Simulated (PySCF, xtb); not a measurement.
HO4S, SMILES O=S(O)(=O)[O] (connectivity only; charge and spin as stated), charge -1, multiplicity 1.

GFN2-xTB in xtb at its own geometry gives an orbital gap of 8.58 eV.

Coordinates come from a PBE0-D3(BJ)/def2-SVPD optimisation. The spin state was assumed, not searched. The isomer is the one that the SMILES or the coordinates give; other isomers of the formula were not compared. One conformer was computed; it need not be the lowest.

### Question
What does PBE/def2-SVPD run with PySCF give? (An estimate is asked for; the answer gives what the named calculation found.)

### Answer
gap 4.49 eV (levels -1.03 and 3.46 eV).
